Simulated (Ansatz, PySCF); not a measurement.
This Ansatz (a first-principles code) input computes a SVWN5/def2-TZVPD energy:

Ansatz 0.2 input:
```yaml
crystal:
  periodic: [false, false, false]
  atoms:
    - {symbol: In, position_ang: [-0.07556240, -0.06236457, 0.15496880]}
    - {symbol: O, position_ang: [1.25485161, -0.15143501, -1.41310123]}
    - {symbol: H, position_ang: [1.93426997, 0.54370442, -1.48875941]}
    - {symbol: O, position_ang: [-0.38649392, -1.06448346, 1.76070988]}
    - {symbol: H, position_ang: [-1.17497609, -0.79778022, 2.25905170]}
    - {symbol: O, position_ang: [-0.40525779, 1.47354529, -1.14066118]}
    - {symbol: H, position_ang: [-0.76153521, 1.24892536, -2.01934323]}
basis:
  gaussian:
    orbitals: def2-TZVPD
hamiltonian:
  xc: {name: SVWN5}
total_charge: 1
magnetization: {spin_polarized: true, initial_magnetization: 1}
output: {forces: true}
```

Question: Write an input for the same energy in PySCF and say what it gives.

Answer: 
```python
from pyscf import gto, scf, dft

mol = gto.M(
    atom='''
    In   -0.07556240   -0.06236457    0.15496880
    O     1.25485161   -0.15143501   -1.41310123
    H     1.93426997    0.54370442   -1.48875941
    O    -0.38649392   -1.06448346    1.76070988
    H    -1.17497609   -0.79778022    2.25905170
    O    -0.40525779    1.47354529   -1.14066118
    H    -0.76153521    1.24892536   -2.01934323
    ''',
    basis='def2-tzvpd',
    ecp='def2-tzvp',
    charge=1,
    spin=1,
    verbose=4,
)

mf = dft.UKS(mol, xc='svwn').density_fit(auxbasis='def2-universal-jkfit')
mf.grids.level = 3
mf.conv_tol = 1e-9
mf.max_cycle = 100
mf.max_memory = 1500
mf.kernel()
if not mf.converged:
    mf = mf.newton()
    mf.kernel(mf.make_rdm1())
for _ in range(2):
    mo, _, stable, _ = mf.stability(return_status=True)
    if stable:
        break
    mf.kernel(mf.make_rdm1(mo, mf.mo_occ))
mf.analyze()
```
It gives -415.47111 Eh, and Ansatz -415.47102 Eh, a difference of 0.09 mEh, from the treatment of integrals and grids.
